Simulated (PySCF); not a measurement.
C4H4N (SMILES [c-]1cc[nH]c1), charge -1, singlet, geometry from GFN2-xTB (in this run its highest filled SCF level lies above zero, so its values depend strongly on the basis, on diffuse functions most of all). Base run: BLYP/6-31G** run with PySCF.

Geometry (Å):
```xyz
9

H     -0.0236    -0.0090     2.1103
N     -0.0120     0.0150     1.0970
C      0.0158     1.1327     0.2484
C     -0.0210    -1.0897     0.2848
C      0.0252     0.8046    -1.0878
C      0.0006    -0.6467    -1.0086
H      0.0264     2.1116     0.7335
H     -0.0421    -2.0874     0.7199
H     -0.0009    -1.3253    -1.8642
```
Charge -1, spin multiplicity 1.
All else is at PySCF's defaults.
Base energy -209.38374 Eh.

The base run was repeated with changes; each row names its change, and settings that it needs were set with it.

```csv
change,ΔE vs base (µEh),grid points,electrons on the grid
base,0.0,109608,35.99999
grids.level = 2,-0.3,77312,35.99998
"grids.atom_grid = (50, 194)",7.0,59128,35.99991
grids.radi_method = mura_knowles,0.0,103776,35.99999
"grids.atom_grid = (150, 974)",-0.2,721264,36.00000
"grids.atom_grid = (75, 302)",0.0,129728,35.99999
grids.level = 7,-0.2,631560,36.00000
grids.prune = dft.gen_grid.treutler_prune,-0.3,95032,35.99999
grids.radi_method = delley,0.1,116344,35.99999
grids.level = 1,21.0,35728,35.99977
"grids.atom_grid = (99, 590)",0.0,288792,36.00000
```
